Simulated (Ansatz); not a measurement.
A nudged elastic band was laid between two geometries of CH₃NOSSi (8 atoms, charge 0, multiplicity 1).

Method: Ansatz 0.2.0, RKS revPBE/6-31G*.

| Item | Value |
| --- | --- |
| movable images | 2 |
| climbing image | no |
| spring | 5.0 eV/Å² |
| optimiser | quadratic models (default) |
| start path | IDPP |
| force threshold | 0.03 eV/Å |
| iteration limit | 60 |
| end points | relaxed |

Initial state:

```xyz
8
Properties=species:S:1:pos:R:3
N -0.648 2.654 0.760
C 0.244 1.893 0.602
S 1.531 0.794 0.356
Si 0.253 -0.979 0.017
O -0.573 -0.958 -1.433
H -0.654 -1.060 1.204
H 1.247 -2.085 -0.073
H -1.308 -0.315 -1.489
```

Final state:

```xyz
8
Properties=species:S:1:pos:R:3
N -0.599 2.770 1.127
C 0.196 1.972 0.770
S 1.393 0.862 0.261
Si 0.141 -0.940 0.026
O -0.984 -0.867 -1.206
H -0.650 -1.142 1.269
H 1.222 -1.956 -0.192
H -0.628 -0.757 -2.110
```

(1) Which bonds break or form, and what moves?

(2) What energy profile does the band end with?

(3) What is the geometry of the highest image?

## Answers

(1) No bond is made or broken. The dihedral S3–Si4–O5–H8 goes from -72 to 61°.

(2) The run converged. The highest image is number 1 of 0 to 3, 5.0 kJ/mol above the first end and 2.9 kJ/mol above the last; the last end lies 2.0 kJ/mol above the first. No image climbed, so the highest image needn't sit at the top of the path. So few images can step over the top or miss a turn of the path.

```csv
image,path coordinate (Å),energy (kJ/mol),dihedral S3–Si4–O5–H8 (°)
0,0.00,0.0,-72
1,0.52,5.0,-31
2,1.03,4.9,27
3,1.55,2.0,61
```

(3) 
```xyz
8
Properties=species:S:1:pos:R:3
N -0.659 2.684 0.949
C 0.187 1.913 0.648
S 1.434 0.832 0.197
Si 0.215 -1.005 0.030
O -0.715 -1.075 -1.353
H -0.588 -1.101 1.288
H 1.260 -2.063 -0.077
H -1.041 -0.242 -1.738
```

Time of the run: 49 s on 1 thread of Arm Neoverse V2, on a shared host, peak memory 0.12 GiB.
